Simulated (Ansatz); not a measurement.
F2Ge2H4 (`[F][GeH]([F])[GeH3]`). The species carries charge 0 and has multiplicity 1.

```xyz
8

F    -2.1100    0.0583   -1.0199
Ge   -0.3848    0.2313   -1.0667
F    -0.1412    1.9292   -1.3237
Ge    0.5031   -0.3482    1.1140
H     0.0827   -0.4696   -2.3522
H     0.2077   -1.8285    1.3832
H     2.0177   -0.1095    1.1028
H    -0.1752    0.5371    2.1626
```

Question: What are the harmonic wavenumbers in cm⁻¹ at PBE0-D4/def2-TZVP (Ansatz, finite differences of forces, unscaled)? (An estimate is asked.)

Answer: Computed: 64, 110, 146, 231, 276, 467, 468, 682, 703, 726, 730, 793, 875, 877, 2159, 2169, 2179, 2189.

Question: Is this a minimum?

Answer: Yes, all 18 modes are real.

Question: Give the ideal-gas thermochemistry at 298.15 K and 1 bar (rigid rotor, harmonic oscillator; point group Cs, symmetry number 1).

Answer: Zero-point energy 94.8 kJ/mol; H(298) − E = 115.9 kJ/mol; entropy 361.9 J/(mol·K), of which translation 174.1, rotation 116.9, vibration 70.9; G(298) − E = 8.0 kJ/mol. Modes under 100 cm⁻¹ are hindered rotations or soft bends, so the harmonic entropy is rough.

Question: Rotational constants (cm⁻¹)?

Answer: 0.1729, 0.04773, 0.04173.
